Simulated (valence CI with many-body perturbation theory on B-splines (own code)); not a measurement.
Which ion has this spectrum?

A relativistic CI+MBPT calculation for an atom or ion with 14 electrons gives these levels (× 10³ cm⁻¹):

| J | Parity | E | g |
| --- | --- | --- | --- |
| 0 | even | 0.00 |  |
| 1 | even | 1992.3 | 1.49 |
| 2 | even | 2062.0 | 1.17 |
| 2 | odd | 3206.5 | 1.54 |
| 1 | odd | 3415.9 | 1.04 |
| 2 | odd | 3618.1 | 0.75 |
| 1 | odd | 3932.9 | 0.88 |
| 2 | even | 4106.2 | 1.31 |
| 2 | odd | 4228.7 | 1.29 |
| 3 | odd | 4235.7 | 1.11 |
| 0 | even | 4257.3 |  |
| 1 | even | 4861.8 | 0.43 |
| 2 | even | 4914.5 | 1.14 |
| 2 | odd | 5148.2 | 1.52 |

The energies are calculated, and their last digits are not significant.

Task: Which is it?
A. Hf58+
B. Tm55+
C. Er54+
D. Yb56+

Result: B. Tm55+, ground level (3s^2 3p1/2^2) J=0.
